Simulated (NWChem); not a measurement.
C$_{2}$H$_{5}$AlFN; SMILES C=[CH][Al]([NH2])[F]

```xyz
10

Al     0.0830    -0.4822     0.0000
F      1.1797    -1.7402     0.0000
C      0.7162     1.3478     0.0000
C     -0.1077     2.4069     0.0000
H      1.7936     1.5654     0.0000
H      0.2585     3.4418     0.0000
H     -1.2003     2.3027     0.0000
N     -1.6263    -0.9190     0.0000
H     -1.9706    -1.8725     0.0000
H     -2.4053    -0.2714     0.0000
```
Atoms are numbered in this order, from 1.

STO-3G and 3-21G are far too small for this property and stand as cheap habits. All runs use the structure optimised with PBE0/def2-SVP.

Give the principal values of the shielding tensors (ppm) of Al1, F2, C3, C4, N8 from Hartree-Fock/STO-3G, GIAO (NWChem), with their diamagnetic and paramagnetic parts as GIAO splits them.


```tsv
atom	σ11	σ22	σ33	isotropic	diamagnetic	paramagnetic
Al1	463.9	471.9	479.9	471.9	780.9	-309.0
F2	433.7	474.2	657.0	521.6	458.3	63.4
C3	-26.0	106.6	244.6	108.4	254.8	-146.5
C4	-11.9	150.1	218.1	118.8	254.2	-135.5
N8	313.3	320.5	353.6	329.1	315.1	14.0
```
